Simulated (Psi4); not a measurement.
Br$_{4}$Si (SMILES Br[Si](Br)(Br)Br), singlet, geometry from GFN2-xTB; TPSS/STO-3G in Psi4.

Here is a job for Psi4.
```
memory 2 GB

molecule {
0 1
  Br   -1.17323056   -1.47491552   -1.15313296
  Si   -0.00000000    0.00000000    0.00000000
  Br   -1.10588810    1.91049470    0.09264373
  Br    1.94952819    0.32466689   -0.98767029
  Br    0.32959047   -0.76024607    2.04815951
}

set basis sto-3g
set scf_initial_accelerator ediis

energy('tpss')
print_variables()
```

### Question
Write the output that Psi4 gives for this input, abridged.

### Answer

```
   => Loading Basis Set <=

    Name: STO-3G
    Role: ORBITAL
    Keyword: BASIS

         ---------------------------------------------------------
                                   SCF
               by Justin Turney, Rob Parrish, Andy Simmonett
                          and Daniel G. A. Smith
                              RKS Reference
         ---------------------------------------------------------

  ==> Geometry <==

    Molecular point group: c2v
    Full point group: Td

    Geometry (in Angstrom), charge = 0, multiplicity = 1:

       Center              X                  Y                   Z               Mass
    ------------   -----------------  -----------------  -----------------  -----------------
         BR          -1.803988425423    -0.000000000000    -1.275612446700    78.918337600000
         SI           0.000000000000     0.000000000000     0.000000001927    27.976926534650
         BR          -0.000000000000     1.803988425081     1.275612446359    78.918337600000
         BR           1.803988425423     0.000000000000    -1.275612446700    78.918337600000
         BR           0.000000000000    -1.803988425081     1.275612446359    78.918337600000

  Running in c2v symmetry.

  Rotational constants: A =      0.01641  B =      0.01641  C =      0.01641 [cm^-1]
  Rotational constants: A =    491.93960  B =    491.93960  C =    491.93960 [MHz]
  Nuclear repulsion = 1547.452368767074177

  Charge       = 0
  Multiplicity = 1
  Electrons    = 154
  Nalpha       = 77
  Nbeta        = 77

  ==> Algorithm <==

  SCF Algorithm Type is DF.
  DIIS enabled.
  MOM disabled.
  Fractional occupation disabled.
  Guess Type is SAD.
  Energy threshold   = 1.00e-06
  Density threshold  = 1.00e-06
  Integral threshold = 1.00e-12

  ==> Primary Basis <==

  Basis Set: STO-3G
    Blend: STO-3G
    Number of shells: 37
    Number of basis functions: 81
    Number of Cartesian functions: 85
    Spherical Harmonics?: true
    Max angular momentum: 2

  ==> DFT Potential <==

   => LibXC <=

    Version 7.1.2
    S. Lehtola, C. Steigemann, M. J. T. Oliveira, and M. A. L. Marques,  SoftwareX 7, 1–5 (2018) (10.1016/j.softx.2017.11.002)

   => Composite Functional: TPSS <=

    TPSS Meta-GGA XC Functional

    J. Tao, et al., Phys. Rev. Lett., 91, 146401, 2003

    Deriv               =              1
    GGA                 =           TRUE
    Meta                =           TRUE

    Exchange Hybrid     =          FALSE
    MP2 Hybrid          =          FALSE

   => Exchange Functionals <=

    1.0000   XC_MGGA_X_TPSS

   => Correlation Functionals <=

    1.0000   XC_MGGA_C_TPSS

   => LibXC Density Thresholds  <==

    XC_MGGA_C_TPSS:  1.00E-15
    XC_MGGA_X_TPSS:  1.00E-15

   => Molecular Quadrature <=

    Radial Scheme          =       TREUTLER
    Pruning Scheme         =           NONE
    Nuclear Scheme         =       TREUTLER

    Blocking Scheme        =         OCTREE
    BS radius alpha        =              1
    Pruning alpha          =              1
    Radial Points          =             75
    Spherical Points       =            302
    Total Points           =          98014
    Total Blocks           =            823
    Max Points             =            256
    Max Functions          =             48
    Weights Tolerance      =       1.00E-15

   => Loading Basis Set <=

    Name: (STO-3G AUX)
    Role: JKFIT
    Keyword: DF_BASIS_SCF

  ==> Integral Setup <==

  SCF_SUBTYPE=INCORE selected. In-core MEM_DF algorithm will be used.
  Using in-core AOs.

  ==> MemDFJK: Density-Fitted J/K Matrices <==

    J tasked:                   Yes
    K tasked:                    No
    wK tasked:                   No
    Algorithm:                 Core
    Schwarz Cutoff:           1E-12
    Mask sparsity (%):      38.6526
    Fitting Condition:        1E-10

   => Auxiliary Basis Set <=

  Basis Set: (STO-3G AUX)
    Blend: DEF2-UNIVERSAL-JKFIT
    Number of shells: 278
    Number of basis functions: 1192
    Number of Cartesian functions: 1639
    Spherical Harmonics?: true
    Max angular momentum: 5

  Minimum eigenvalue in the overlap matrix is 3.3943124316E-01.
  Reciprocal condition number of the overlap matrix is 1.9033978877E-01.
    Using symmetric orthogonalization.

  ==> Pre-Iterations <==

  SCF Guess: Superposition of Atomic Densities via on-the-fly atomic UHF (no occupation information).

   -------------------------
    Irrep   Nso     Nmo
   -------------------------
     A1        31      31
     A2        10      10
     B1        20      20
     B2        20      20
   -------------------------
    Total      81      81
   -------------------------

  ==> Iterations <==

                           Total Energy        Delta E     RMS |[F,P]|

   @DF-RKS iter SAD: -10466.16458674195928   -1.04662e+04   0.00000e+00
   @DF-RKS iter   1: -10469.66389493966381   -3.49931e+00   1.45863e-02 EDIIS/DIIS
   @DF-RKS iter   2: -10469.20515952371898    4.58735e-01   2.23061e-02 EDIIS/DIIS
   @DF-RKS iter   3: -10470.04628436232451   -8.41125e-01   3.39822e-04 EDIIS/DIIS
   @DF-RKS iter   4: -10470.04644127520260   -1.56913e-04   5.65333e-05 DIIS
   @DF-RKS iter   5: -10470.04644747418206   -6.19898e-06   4.21210e-06 DIIS
   @DF-RKS iter   6: -10470.04644750083753   -2.66555e-08   5.99929e-07 DIIS
  Energy and wave function converged.

  ==> Post-Iterations <==

   Electrons on quadrature grid:
      Ntotal   =  153.9999052417 ; deviation = -9.476e-05

    Orbital Energies [Eh]
    ---------------------

    Doubly Occupied:

       1A1  -476.142287     1B2  -476.142286     2A1  -476.142286
       1B1  -476.142286     3A1   -65.068333     4A1   -59.804813
       2B2   -59.804661     5A1   -59.804661     2B1   -59.804661
       6A1   -55.027175     3B2   -55.027170     7A1   -55.027170
       3B1   -55.027170     8A1   -55.022409     4B2   -55.022409
       4B1   -55.022409     5B1   -55.022409     5B2   -55.022409
       1A2   -55.022409     9A1   -55.022407     2A2   -55.022407
      10A1    -7.722370     6B2    -7.722225     6B1    -7.722225
      11A1    -7.722225    12A1    -5.713313     7B2    -5.712848
       7B1    -5.712848    13A1    -5.712848     8B2    -5.692882
       8B1    -5.692882     3A2    -5.692879    14A1    -5.692839
       9B1    -5.692836     9B2    -5.692836    15A1    -5.692583
       4A2    -5.692579    16A1    -5.052978    17A1    -3.377849
      10B2    -3.377844    10B1    -3.377844    18A1    -1.466436
      11B2    -1.465877    11B1    -1.465877    19A1    -1.465874
      20A1    -1.460597    12B1    -1.460586    12B2    -1.460586
      21A1    -1.460353    13B2    -1.460350    13B1    -1.460350
       5A2    -1.460344     6A2    -1.460344    14B1    -1.447732
      14B2    -1.447732     7A2    -1.447732     8A2    -1.447732
      22A1    -1.447715    23A1    -1.447715    15B2    -1.447715
      15B1    -1.447715    24A1    -0.690307    25A1    -0.612306
      16B2    -0.612306    16B1    -0.612306    26A1    -0.404163
      27A1    -0.300992    17B2    -0.300991    17B1    -0.300991
       9A2    -0.192748    28A1    -0.192735    18B1    -0.187757
      18B2    -0.187757    29A1    -0.187750    10A2    -0.172813
      19B2    -0.172803    19B1    -0.172803

    Virtual:

      30A1     0.022113    31A1     0.127554    20B1     0.127554
      20B2     0.127554

    Final Occupation by Irrep:
             A1    A2    B1    B2
    DOCC [    29,   10,   19,   19 ]
    NA   [    29,   10,   19,   19 ]
    NB   [    29,   10,   19,   19 ]

  @DF-RKS Final Energy: -10470.04644750083753

   => Energetics <=

    Nuclear Repulsion Energy =           1547.4523687670741765
    One-Electron Energy =              -17735.4230497980970540
    Two-Electron Energy =                6106.5001380078811053
    DFT Exchange-Correlation Energy =    -388.5759044776955875
    Empirical Dispersion Energy =           0.0000000000000000
    VV10 Nonlocal Energy =                  0.0000000000000000
    Total Energy =                     -10470.0464475008375302

Computation Completed

Properties will be evaluated at   0.000000,   0.000000,   0.000000 [a0]

Properties computed using the SCF density matrix

 Multipole Moments:

 ------------------------------------------------------------------------------------
     Multipole            Electronic (a.u.)      Nuclear  (a.u.)        Total (a.u.)
 ------------------------------------------------------------------------------------

 L = 1.  Multiply by 2.5417464519 to convert [e a0] to [Debye]
 Dipole X            :          0.0000000            0.0000000            0.0000000
 Dipole Y            :          0.0000000            0.0000000            0.0000000
 Dipole Z            :          0.0000000            0.0000000            0.0000000
 Magnitude           :                                                    0.0000000

 ------------------------------------------------------------------------------------

  Variable Map:
  ----------------------------------------------------------------------------
  "CURRENT ENERGY"              =>  -10470.046447500838
  "CURRENT REFERENCE ENERGY"    =>  -10470.046447500838
  "DD SOLVATION ENERGY"         =>       0.000000000000
  "DFT FUNCTIONAL TOTAL ENERGY" =>  -10470.046447500838
  "DFT TOTAL ENERGY"            =>  -10470.046447500838
  "DFT VV10 ENERGY"             =>       0.000000000000
  "DFT XC ENERGY"               =>    -388.575904477696
  "GRID ELECTRONS ALPHA"        =>      76.999952620850
  "GRID ELECTRONS BETA"         =>      76.999952620850
  "GRID ELECTRONS TOTAL"        =>     153.999905241701
  "NUCLEAR REPULSION ENERGY"    =>    1547.452368767074
  "ONE-ELECTRON ENERGY"         =>  -17735.423049798097
  "PCM POLARIZATION ENERGY"     =>       0.000000000000
  "PE ENERGY"                   =>       0.000000000000
  "SCF ITERATION ENERGY"        =>  -10470.046447500838
  "SCF ITERATIONS"              =>       6.000000000000
  "SCF TOTAL ENERGY"            =>  -10470.046447500838
  "TWO-ELECTRON ENERGY"         =>    6106.500138007881
  "XC GRID RADIAL POINTS"       =>      75.000000000000
  "XC GRID SPHERICAL POINTS"    =>     302.000000000000
  "XC GRID TOTAL POINTS"        =>   98014.000000000000

  Array Variable Map:
  ----------------------------------------------------------------------------
  "CURRENT DIPOLE"              =>       0.000000000000 ... 0.000000010202 1 by 3
  "SCF DIPOLE"                  =>       0.000000000000 ... 0.000000010202 1 by 3
  "SCF TOTAL ENERGIES"          =>  -10466.164586741959 ... -10470.046447500838 1 by 7
```
